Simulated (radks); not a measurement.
The numbers below are computed, except where a source is named.
The table gives one normalised radial function P(r) = r R(r) of Ho11+ in [Kr] 4d10 4f8 5s2 (r in bohr). Level of theory: scalar-relativistic Kohn-Sham, LDA (Slater exchange, VWN5 correlation), spin-polarised, spherical densities, finite nucleus; open shells are filled with parallel spins first (spin-orbit coupling, left out, can overturn this in heavy ions); Fermi nuclear charge, rms radius 5.2022 fm (a radial shooting solver on a logarithmic mesh with Libxc functionals).

| r | P |
|---|---|
| 0.003256 | 0.0003 |
| 0.004858 | 0.0008 |
| 0.007306 | 0.0026 |
| 0.0109 | 0.0075 |
| 0.01626 | 0.0211 |
| 0.02426 | 0.0571 |
| 0.03648 | 0.1452 |
| 0.05441 | 0.3221 |
| 0.08118 | 0.5973 |
| 0.1211 | 0.8312 |
| 0.1821 | 0.6438 |
| 0.2717 | -0.2277 |
| 0.4053 | -1.2375 |
| 0.6046 | -1.3812 |
| 0.9093 | -0.7113 |
| 1.356 | -0.1643 |
| 2.024 | -0.0123 |
| 3.019 | -0.0002 |

Which n and l does it have? It may be an empty orbital.

Answer. n = 4, l = 2: the number of nodes gives n - l - 1 = 1, the rise at small r (about r^(l+1), flatter next to the nucleus through relativity) gives l, and the extent must fit the shell. The curve is that of 4d down; the table hardly tells the two spins apart. 4d down: eigenvalue -354.22 eV, 1 radial node at r = 0.250 bohr, <r> = 0.585 bohr, 90 % of the charge inside 0.875 bohr.
